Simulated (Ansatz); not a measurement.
Job for Ansatz (an electronic-structure program): U-CCSD(T)/cc-pVQZ on H (SMILES [H]).

Ansatz 0.2 input:
```yaml
crystal:
  periodic: [false, false, false]
  atoms:
    - {symbol: H, position_ang: [0.00000000, 0.00000000, 0.00000000]}
basis:
  gaussian:
    orbitals: cc-pVQZ
magnetization: {spin_polarized: true, initial_magnetization: 1}
correlation: {method: ccsd_t, electrons: outside_noble_gas}
scf: {omitted_lower_state_checks: [cluster_reference]}
```

It printed:

```
WARN ansatz: RAYON_NUM_THREADS=1 ignored (pool sized by the plan → 1); use --threads N
Functional definition: HF
these checks for a lower state are left out or cut short: cluster_reference
integrals: 0.01 GiB planned
159 factors; integrals over basis functions are off by at most 2.1e-4 eV
mean field: 0.04 GiB planned
mean field evaluation 1: about -13.5518 eV, gradient 1.7e0 eV
mean field evaluation 2: about -13.5518 eV, gradient 1.7e0 eV
mean field evaluation 4: about -13.6042 eV, gradient 4.0e-3 eV
mean field evaluation 8: about -13.6042 eV, gradient 5.9e-6 eV
mean field -13.60421197 eV, -0.4999455686 hartree, gradient 5.9e-6 eV, S^2 0.750000; 0 other end points of the search recorded, 0 dependent functions left out
reference -13.60421197 eV, -0.4999455686 hartree; 1, 0 occupied and 29, 30 virtual orbitals, 159 factors
second order 0.00000000 eV of doubles, -0.00000000 eV of singles
coupled cluster: 0.05 GiB planned
cycle   1  -0.00000000 eV  change  -8.0e-14 eV  update   3.5e-8
perturbative correction 0.00000000 eV, 0.0000000000 hartree
Total energy: -13.60421197 eV, -0.4999455686 hartree
Checks for a lower state left out: cluster_reference
```

The calculation finished and met its thresholds.

Cost: about 0.27 core-seconds (a rough figure).
